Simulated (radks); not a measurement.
Ar, 18 electrons, occupied as [Ne] 3s2 3p4 4p2 (not the ground configuration).

Method: non-relativistic Kohn-Sham, OLYP, spin-polarised, spherical densities, point nucleus; open shells are filled with parallel spins first; computed with a radial shooting solver on a logarithmic mesh with Libxc functionals.

Energy parts (hartree):
| part | energy |
|---|---|
| total | -526.45094 |
| kinetic | 525.92675 |
| electron-nucleus | -1243.47216 |
| Hartree | 221.47882 |
| exchange-correlation | -30.38436 |

Orbitals (lengths in bohr, moments of r in powers of bohr; <r^-3> diverges for s and p1/2; r(max) is where P^2 peaks):
1s up: occ. 1; eigenvalue (hartree) -114.8479; r(max) 0.05655; <1/r> 17.54; <r^4> 0.0002564
1s down: occ. 1; eigenvalue (hartree) -114.8295; r(max) 0.05655; <1/r> 17.54; <r^4> 0.0002562
2s up: occ. 1; eigenvalue (hartree) -11.52693; r(max) 0.3403; <1/r> 3.534; <r^4> 0.07495
2s down: occ. 1; eigenvalue (hartree) -11.51422; r(max) 0.3406; <1/r> 3.533; <r^4> 0.07429
2p up: occ. 3; eigenvalue (hartree) -9.14446; <r^-3> 125.2; r(max) 0.2814; <1/r> 3.451; <r^4> 0.06533
2p down: occ. 3; eigenvalue (hartree) -9.12104; <r^-3> 125.1; r(max) 0.2818; <1/r> 3.450; <r^4> 0.06470
3s up: occ. 1; eigenvalue (hartree) -1.46481; r(max) 1.155; <1/r> 1.039; <r^4> 6.563
3s down: occ. 1; eigenvalue (hartree) -1.35477; r(max) 1.161; <1/r> 1.025; <r^4> 7.184
3p up: occ. 3; eigenvalue (hartree) -0.91413; <r^-3> 12.50; r(max) 1.230; <1/r> 0.9278; <r^4> 10.63
3p down: occ. 1; eigenvalue (hartree) -0.81504; <r^-3> 11.81; r(max) 1.244; <1/r> 0.9025; <r^4> 12.67
3d up: occ. 0; eigenvalue (hartree) -0.15402; <r^-3> 0.6208; r(max) 1.476; <1/r> 0.6026; <r^4> 113.3
4s up: occ. 0; eigenvalue (hartree) -0.16419; r(max) 3.832; <1/r> 0.2945; <r^4> 671.2
4p up: occ. 2; eigenvalue (hartree) -0.08684; <r^-3> 0.7818; r(max) 4.626; <1/r> 0.2383; <r^4> 1558

The highest occupied level is 4p up at -2.363 eV. The configuration is held as typed, so some empty levels lie below it. The spin density at the nucleus is 0.2035 e/bohr^3 (1s -0.4757, 2s 0.1701, 3s 0.5091), a Fermi contact field of 10.7 T.
